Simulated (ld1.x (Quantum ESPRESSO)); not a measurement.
**u(r) = r·R(r): atom against pseudo-atom (As)**

Columns: radius, all-electron u(r) and pseudo u(r) of the 4s shell (level -18.74 eV) of arsenic in the configuration [Ar] 3d10 4s2 4p2.5; PBE, scalar-relativistic, PAW scheme, ld1.x (Quantum ESPRESSO) 7.5.

| r (bohr) | all-electron | pseudo |
| --- | --- | --- |
| 0.088 | -0.1425 | -0.0479 |
| 0.175 | -0.1915 | -0.0959 |
| 0.262 | 0.0708 | -0.1450 |
| 0.350 | 0.2988 | -0.1961 |
| 0.438 | 0.3822 | -0.2489 |
| 0.525 | 0.3399 | -0.3028 |
| 0.612 | 0.2200 | -0.3582 |
| 0.700 | 0.0618 | -0.4151 |
| 0.788 | -0.1049 | -0.4722 |
| 0.875 | -0.2610 | -0.5280 |
| 0.962 | -0.3994 | -0.5819 |
| 1.050 | -0.5175 | -0.6334 |
| 1.138 | -0.6130 | -0.6804 |
| 1.225 | -0.6859 | -0.7212 |
| 1.312 | -0.7395 | -0.7553 |
| 1.400 | -0.7765 | -0.7818 |
| 1.487 | -0.7983 | -0.7993 |
| 1.575 | -0.8077 | -0.8078 |
| 1.662 | -0.8065 | -0.8065 |
| 1.750 | -0.7967 | -0.7967 |
| 1.838 | -0.7798 | -0.7798 |
| 1.925 | -0.7577 | -0.7577 |
| 2.012 | -0.7315 | -0.7315 |
| 2.100 | -0.7019 | -0.7019 |
| 2.188 | -0.6701 | -0.6701 |
| 2.275 | -0.6373 | -0.6373 |

(1) How many radial nodes do the two functions have?

(2) At about which radius was the pseudo-wave matched?

(3) Where does each function peak?

(4) Is the pseudo-wave norm-conserving?

Answers

(1) The all-electron 4s function has n − l − 1 = 3 (the table is too coarse to show those close to the nucleus); the pseudo-wave has 0, since the states of the same l below it are removed with the core.

(2) 1.60 bohr, where the columns begin to agree (steps of 0.09 bohr).

(3) Outermost all-electron maximum near 1.57 bohr, pseudo maximum near 1.57 bohr (to the table’s step).

(4) No, it belongs to a PAW set: the norm inside the radius is not constrained, and the difference is carried by the augmentation charge.
